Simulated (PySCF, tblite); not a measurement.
Species: C6H11F.
Structure used (GFN2-xTB), in Å, numbered top down from 1:
```
atom  x, y, z in Å
C1     2.596   -0.520    0.601
C2     1.575   -0.382   -0.223
C3     0.257    0.231    0.153
C4     0.010    1.484   -0.691
C5    -0.858   -0.814   -0.035
C6    -2.230   -0.356    0.436
F7    -0.945   -1.151   -1.376
H8     2.547   -0.192    1.627
H9     3.526   -0.963    0.287
H10    1.642   -0.717   -1.249
H11    0.273    0.499    1.215
H12   -0.857    2.033   -0.333
H13    0.876    2.139   -0.637
H14   -0.151    1.207   -1.731
H15   -0.571   -1.743    0.479
H16   -2.562    0.500   -0.144
H17   -2.189   -0.087    1.487
H18   -2.949   -1.161    0.303
```

Method: PBE0/pcSseg-1 in PySCF (dipole) on a GFN2-xTB geometry, gas phase.

Masses are those of the commonest isotopes; rigid-rotor values at the optimised geometry. The values belong to one conformer with, in the numbering `[CH2:1]=[CH:2][C@@H:3]([CH3:4])[C@@H:5]([CH3:6])[F:7]`, C1–C2–C3–C4 118°, C2–C3–C5–C6 175°.

Task: Give the principal moments of inertia and the rotational constants in cm⁻¹.

Result: Ia = 128.70, Ib = 298.22, Ic = 322.28 u·Å²; 505379 MHz·u·Å²/I gives 3927, 1695 and 1568 MHz, that is A = 0.13098, B = 0.05653, C = 0.05231 cm⁻¹.

Task: What kind of rotor is it?

Result: An asymmetric top; Ray's κ = -0.893.

Task: What does the inertial defect say?

Result: Not planar: Δ = Ic − Ia − Ib = -104.64 u·Å². For a rigid frame Δ = −2 Σ m c², so Σ m c² = 52.32 u·Å² lies off the ab plane: 14.31 from hydrogen and 38.01 from heavier atoms. The atom farthest from that plane is 1.96 Å away.

Task: Where do the levels up to J = 5 lie, in MHz?

Result: Above 0(0,0):
J = 1: 1(0,1) 3263, 1(1,1) 5495, 1(1,0) 5621
J = 2: 2(0,2) 9783, 2(1,2) 11894, 2(1,1) 12273, 2(2,1) 18969, 2(2,0) 18975
J = 3: 3(0,3) 19550, 3(1,3) 21489, 3(1,2) 22248, 3(2,2) 28758, 3(2,1) 28784, 3(3,1) 40237, 3(3,0) 40237
J = 4: 4(0,4) 32550, 4(1,4) 34277, 4(1,3) 35541, 4(2,3) 41805, 4(2,2) 41882, 4(3,2) 53298, 4(3,1) 53299, 4(4,1) 69356, 4(4,0) 69356
J = 5: 5(0,5) 48762, 5(1,5) 50253, 5(1,4) 52147, 5(2,4) 58107, 5(2,3) 58287, 5(3,3) 69629, 5(3,2) 69633, 5(4,2) 85682, 5(4,1) 85682, 5(5,1) 106328, 5(5,0) 106328
Those of J = 1 are B + C, A + C and A + B.

Task: Predict some low-J microwave lines.

Result: The dipole components are |μa| = 0.06 D, |μb| = 0.76 D, |μc| = 1.51 D. Intensities carry the squares of the components, which stand as 0.00 : 0.25 : 1.00 (a : b : c). Some lines, for components of 0.1 D or more:

```
type  branch         J(Ka,Kc)    MHz  lower level (cm⁻¹)
   b       Q  2(1,1) ← 2(0,2)   2490               0.326
   b       Q  5(2,3) ← 5(1,4)   6140               1.739
   c       Q  4(2,3) ← 4(1,3)   6263               1.186
   b       Q  3(2,1) ← 3(1,2)   6536               0.742
   c       Q  2(2,1) ← 2(1,1)   6696               0.409
   b       Q  4(2,3) ← 4(1,4)   7528               1.143
   b       R  4(0,4) ← 3(1,3)  11061               0.717
   c       Q  5(3,3) ← 5(2,3)  11342               1.944
   b       Q  5(3,2) ← 5(2,3)  11346               1.944
   b       R  5(0,5) ← 4(1,4)  14485               1.143
   b       Q  5(4,2) ← 5(3,3)  16053               2.323
   b       R  3(2,2) ← 2(1,1)  16484               0.409
   c       R  3(2,2) ← 2(1,2)  16864               0.397
   b       R  5(2,4) ← 4(1,3)  22566               1.186
   b       R  5(2,3) ← 4(1,4)  24010               1.143
   b       R  4(3,2) ← 3(2,1)  24515               0.960
   b       R  5(3,3) ← 4(2,2)  27746               1.397
   b       R  5(3,2) ← 4(2,3)  27828               1.394
   b       R  4(4,0) ← 3(3,1)  29119               1.342
   c       R  5(4,2) ← 4(3,2)  32383               1.778
   c       R  5(5,0) ← 4(4,0)  36972               2.313
   b       R  5(5,0) ← 4(4,1)  36972               2.313
```

Its GFN2-xTB frequencies are all real (lowest 60 cm⁻¹). Zero-point vibration and centrifugal distortion are left out. A rigid rotor knows nothing of internal rotation, which can split or shift real lines.
